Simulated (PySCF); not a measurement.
Spin-rotation constants: `[O-]c1cc(C2CSC2)co1`, [C7H7O2S]-, charge -1

Molfile (atoms numbered from 1):
```
C7H7O2S
     RDKit          3D

 17 18  0  0  0  0  0  0  0  0999 V2000
    4.0539   -0.1450   -0.4201 O   0  0  0  0  0  0  0  0  0  0  0  0
    2.8384   -0.1679   -0.1829 C   0  0  0  0  0  0  0  0  0  0  0  0
    1.7235    0.3155   -0.8692 C   0  0  0  0  0  0  0  0  0  0  0  0
    0.5760   -0.0036   -0.1109 C   0  0  0  0  0  0  0  0  0  0  0  0
   -0.8350    0.3229   -0.4440 C   0  0  0  0  0  0  0  0  0  0  0  0
   -1.6031    1.1044    0.6360 C   0  0  0  0  0  0  0  0  0  0  0  0
   -3.1008    0.0710    0.4381 S   0  0  0  0  0  0  0  0  0  0  0  0
   -1.8131   -0.8654   -0.4646 C   0  0  0  0  0  0  0  0  0  0  0  0
    1.0092   -0.6643    1.0039 C   0  0  0  0  0  0  0  0  0  0  0  0
    2.3678   -0.7814    0.9928 O   0  0  0  0  0  0  0  0  0  0  0  0
    1.7482    0.8379   -1.8067 H   0  0  0  0  0  0  0  0  0  0  0  0
   -0.8756    0.8593   -1.3968 H   0  0  0  0  0  0  0  0  0  0  0  0
   -1.7836    2.1598    0.4410 H   0  0  0  0  0  0  0  0  0  0  0  0
   -1.1860    0.9704    1.6326 H   0  0  0  0  0  0  0  0  0  0  0  0
   -1.4722   -1.7072    0.1358 H   0  0  0  0  0  0  0  0  0  0  0  0
   -2.1459   -1.2099   -1.4422 H   0  0  0  0  0  0  0  0  0  0  0  0
    0.4912   -1.0844    1.8473 H   0  0  0  0  0  0  0  0  0  0  0  0
  1  2  1  0
  2  3  2  0
  3  4  1  0
  4  5  1  0
  5  6  1  0
  6  7  1  0
  7  8  1  0
  4  9  2  0
  9 10  1  0
 10  2  1  0
  8  5  1  0
  3 11  1  0
  5 12  1  0
  6 13  1  0
  6 14  1  0
  8 15  1  0
  8 16  1  0
  9 17  1  0
M  CHG  1   1  -1
M  END
```

Computed with PySCF 2.14.0, GIAO B97-D/ANO-RCC-VDZP magnetisability, rotational g tensor and spin-rotation constants, non-relativistic, gas phase. Geometry: GFN2-xTB.

For an ion the centre-of-mass motion in the field is neglected. The gap is small, so the large paramagnetic part is uncertain. The highest occupied orbital is unbound at this level, so the values depend on the basis.

Task: Give the nuclear spin-rotation constants along the inertial axes (H = +C I·J) beside the isotropic shieldings.

Result: Rotational constants 4.3770, 0.5323, 0.5165 GHz. A star marks the isotopologue with that one atom substituted, in its own axes.
| atom | isotope | Caa (kHz) | Cbb (kHz) | Ccc (kHz) | mean (kHz) | σ (ppm) |
| --- | --- | --- | --- | --- | --- | --- |
| H11 | 1H | -0.448 | 0.060 | -0.057 | -0.148 | 28.3 |
| H12 | 1H | -0.424 | 0.046 | -0.049 | -0.142 | 27.9 |
| H13 | 1H | -0.390 | -0.018 | 0.000 | -0.136 | 28.6 |
| H14 | 1H | -0.363 | 0.014 | -0.029 | -0.126 | 28.2 |
| H15 | 1H | -0.364 | 0.013 | -0.029 | -0.127 | 28.2 |
| H16 | 1H | -0.384 | -0.018 | -0.001 | -0.134 | 28.6 |
| H17 | 1H | -0.141 | 0.042 | -0.049 | -0.049 | 25.0 |
| O1 | 17O* | -1.399 | -0.157 | -0.045 | -0.534 | 115.4 |
| C2 | 13C* | 1.440 | 0.252 | 0.153 | 0.615 | 24.0 |
| C3 | 13C* | 0.971 | 0.158 | 0.086 | 0.405 | 116.4 |
| C4 | 13C* | 1.926 | 0.207 | 0.081 | 0.738 | 50.8 |
| C5 | 13C* | 0.785 | 0.115 | 0.089 | 0.330 | 140.4 |
| C6 | 13C* | 0.684 | 0.110 | 0.109 | 0.301 | 138.3 |
| S7 | 33S* | 1.312 | 0.117 | 0.038 | 0.489 | 636.2 |
| C9 | 13C* | 1.368 | 0.180 | 0.105 | 0.551 | 78.2 |
| O10 | 17O* | -1.868 | -0.141 | -0.081 | -0.697 | 54.4 |

For the geometry as given, no vibrational averaging.
